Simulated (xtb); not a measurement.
Cl₂, charge +1, doublet, geometry from GFN2-xTB (a state made from the parent by changing its charge; the spin is typed, not shown lowest); GFN1-xTB (xtb).

The xtb input:
```
$ xtb mol.xyz --gfn 1 --chrg 1 --uhf 1 --opt --json

# file mol.xyz
2

Cl    -0.00000000    -0.00000000    -0.98043196
Cl     0.00000000     0.00000000     0.98043196
```

Q: Predict the main parts of the log of this xtb run.

A: 
```
   ID    Z sym.   atoms
    1   17 Cl     1, 2

           -------------------------------------------------
          |                Calculation Setup                |
           -------------------------------------------------

           -------------------------------------------------
          |                 G F N 1 - x T B                 |
           -------------------------------------------------

          ...................................................
          :                      SETUP                      :
          :.................................................:
          :  # basis functions                  20          :
          :  # atomic orbitals                  18          :
          :  # shells                            6          :
          :  # electrons                        13          :
          :  # halogen bonds                     0          :
          :  max. iterations                   250          :
          :  Hamiltonian                  GFN1-xTB          :
          :  restarted?                      false          :
          :  GBSA solvation                  false          :
          :  PC potential                    false          :
          :  electronic temp.          300.0000000     K    :
          :  accuracy                    1.0000000          :
          :  -> integral cutoff          0.2500000E+02      :
          :  -> integral neglect         0.1000000E-07      :
          :  -> SCF convergence          0.1000000E-05 Eh   :
          :  -> wf. convergence          0.2000000E-04 e    :
          :  Broyden damping             0.4000000          :
          :  net charge                          1          :
          :  unpaired electrons                  1          :
          ...................................................

 iter      E             dE          RMSdq      gap      omega  full diag
   1     -7.9196016 -0.791960E+01  0.207E+00    3.34       0.0  T
   2     -7.9196419 -0.403182E-04  0.122E+00    3.37       1.0  T
   3     -7.9196626 -0.206525E-04  0.211E-02    3.42       3.4  T
   4     -7.9196626 -0.701519E-10  0.580E-03    3.41      12.2  T
   5     -7.9196626 -0.470592E-10  0.102E-06    3.41   68986.1  T
   6     -7.9196626  0.888178E-15  0.235E-10    3.41  100000.0  T

   *** convergence criteria satisfied after 6 iterations ***

         :::::::::::::::::::::::::::::::::::::::::::::::::::::
         ::                     SUMMARY                     ::
         :::::::::::::::::::::::::::::::::::::::::::::::::::::
         :: total energy              -7.916536562517 Eh    ::
         :: gradient norm              0.035490553592 Eh/a0 ::
         :: HOMO-LUMO gap              3.414925516222 eV    ::
         ::.................................................::
         :: SCC energy                -7.919662561401 Eh    ::
         :: -> electrostatic           0.127385044214 Eh    ::
         :: repulsion energy           0.003485426726 Eh    ::
         :: dispersion energy         -0.000359427843 Eh    ::
         :: halogen bond corr.         0.000000000000 Eh    ::
         :: add. restraining           0.000000000000 Eh    ::
         :: total charge               1.000000000000 e     ::
         :::::::::::::::::::::::::::::::::::::::::::::::::::::

      -----------------------------------------------------------
     |                   =====================                   |
     |                        A N C O P T                        |
     |                   =====================                   |
     |               Approximate Normal Coordinate               |
     |                Rational Function Optimizer                |
      -----------------------------------------------------------
      -----------------------------------------------------------
     |                   =====================                   |
     |                        A N C O P T                        |
     |                   =====================                   |
     |               Approximate Normal Coordinate               |
     |                Rational Function Optimizer                |
      -----------------------------------------------------------

          ...................................................
          :                      SETUP                      :
          :.................................................:
          :   optimization level            normal          :
          :   max. optcycles                   200          :
          :   ANC micro-cycles                  20          :
          :   degrees of freedom                 1          :
          :.................................................:
          :   RF solver                   davidson          :
          :   write xtbopt.log                true          :
          :   linear (good luck)              true          :
          :   energy convergence         0.5000000E-05 Eh   :
          :   grad. convergence          0.1000000E-02 Eh/α :
          :   maxmium RF displ.          1.0000000          :
          :   Hlow (freq-cutoff)         0.1000000E-01      :
          :   Hmax (freq-cutoff)         5.0000000          :
          :   S6 in model hess.         20.0000000          :
          ...................................................

generating ANC from exact Hessian ...
Using Lindh-Hessian (1995)
 Shifting diagonal of input Hessian by    0.0000000000000000
 Lowest  eigenvalues of input Hessian
    0.000000    0.000000    0.000000    0.000000    0.000000    0.435987
 Highest eigenvalues
    0.000000    0.000000    0.000000    0.000000    0.000000    0.435987

........................................................................
.............................. CYCLE    1 ..............................
........................................................................

[...]
 * total energy  :    -7.9165366 Eh     change        0.3552714E-14 Eh
 * total energy  :    -7.9181183 Eh     change       -0.1581753E-02 Eh
 * total energy  :    -7.9181231 Eh     change       -0.4803056E-05 Eh
   *** GEOMETRY OPTIMIZATION CONVERGED AFTER 3 ITERATIONS ***
[...]

 selected bond angles (degree)
 --------------------

 selected dihedral angles (degree)
 ---------------------------------

           -------------------------------------------------
          |                Final Singlepoint                |
           -------------------------------------------------

          ...................................................
          :                      SETUP                      :
          :.................................................:
          :  # basis functions                  20          :
          :  # atomic orbitals                  18          :
          :  # shells                            6          :
          :  # electrons                        13          :
          :  # halogen bonds                     0          :
          :  max. iterations                   250          :
          :  Hamiltonian                  GFN1-xTB          :
          :  restarted?                      false          :
          :  GBSA solvation                  false          :
          :  PC potential                    false          :
          :  electronic temp.          300.0000000     K    :
          :  accuracy                    1.0000000          :
          :  -> integral cutoff          0.2500000E+02      :
          :  -> integral neglect         0.1000000E-07      :
          :  -> SCF convergence          0.1000000E-05 Eh   :
          :  -> wf. convergence          0.2000000E-04 e    :
          :  Broyden damping             0.4000000          :
          :  net charge                          1          :
          :  unpaired electrons                  1          :
          ...................................................

 iter      E             dE          RMSdq      gap      omega  full diag
   1     -7.9236435 -0.792364E+01  0.108E-12    3.62       0.0  T
   2     -7.9236435 -0.257572E-13  0.875E-13    3.62  100000.0  T
   3     -7.9236435  0.275335E-13  0.209E-13    3.62  100000.0  T

   *** convergence criteria satisfied after 3 iterations ***

         :::::::::::::::::::::::::::::::::::::::::::::::::::::
         ::                     SUMMARY                     ::
         :::::::::::::::::::::::::::::::::::::::::::::::::::::
         :: total energy              -7.918123118221 Eh    ::
         :: gradient norm              0.000319933775 Eh/a0 ::
         :: HOMO-LUMO gap              3.624106718766 eV    ::
         ::.................................................::
         :: SCC energy                -7.923643529250 Eh    ::
         :: -> electrostatic           0.127664423719 Eh    ::
         :: repulsion energy           0.005880008754 Eh    ::
         :: dispersion energy         -0.000359597726 Eh    ::
         :: halogen bond corr.         0.000000000000 Eh    ::
         :: add. restraining           0.000000000000 Eh    ::
         :: total charge               1.000000000000 e     ::
         :::::::::::::::::::::::::::::::::::::::::::::::::::::

           -------------------------------------------------
          |                Property Printout                |
           -------------------------------------------------

    * Orbital Energies and Occupations

         #    Occupation            Energy/Eh            Energy/eV
      -------------------------------------------------------------
         1        2.0000           -1.2529966             -34.0958
         2        2.0000           -1.1972929             -32.5800
         3        2.0000           -0.8117653             -22.0893
         4        2.0000           -0.7799547             -21.2236
         5        2.0000           -0.7799547             -21.2236
         6        1.5000           -0.6903947             -18.7866
         7        1.5000           -0.6903947             -18.7866 (HOMO)
         8                         -0.5572113             -15.1625 (LUMO)
         9                         -0.3657396              -9.9523
        10                         -0.3657396              -9.9523
        11                         -0.3596170              -9.7857
        12                         -0.3596170              -9.7857
        13                         -0.3548565              -9.6561
        14                         -0.3548565              -9.6561
        15                         -0.3239610              -8.8154
        16                         -0.2967539              -8.0751
        17                         -0.2967539              -8.0751
        18                          0.0301931               0.8216
      -------------------------------------------------------------
                  HL-Gap            0.1331835 Eh            3.6241 eV
             Fermi-level           -0.6570989 Eh          -17.8806 eV

  Mulliken/CM5 charges         n(s)   n(p)   n(d)
     1Cl    0.50000  0.50000   1.959  4.477  0.064
     2Cl    0.50000  0.50000   1.959  4.477  0.064

Wiberg/Mayer (AO) data.
largest (>0.10) Wiberg bond orders for each atom

 ---------------------------------------------------------------------------
     #   Z sym  total        # sym  WBO       # sym  WBO       # sym  WBO
 ---------------------------------------------------------------------------
     1  17 Cl   1.481 --     2 Cl   1.481
     2  17 Cl   1.481 --     1 Cl   1.481
 ---------------------------------------------------------------------------

Topologies differ in total number of bonds
Writing topology from bond orders to xtbtopo.mol

 dipole moment from electron density (au)
     X       Y       Z
   0.0000  -0.0000  -0.0000  total (Debye):    0.000

optimized geometry written to: xtbopt.xyz

           -------------------------------------------------
          | TOTAL ENERGY               -7.918123118221 Eh   |
          | GRADIENT NORM               0.000319933775 Eh/α |
          | HOMO-LUMO GAP               3.624106718766 eV   |
           -------------------------------------------------
```
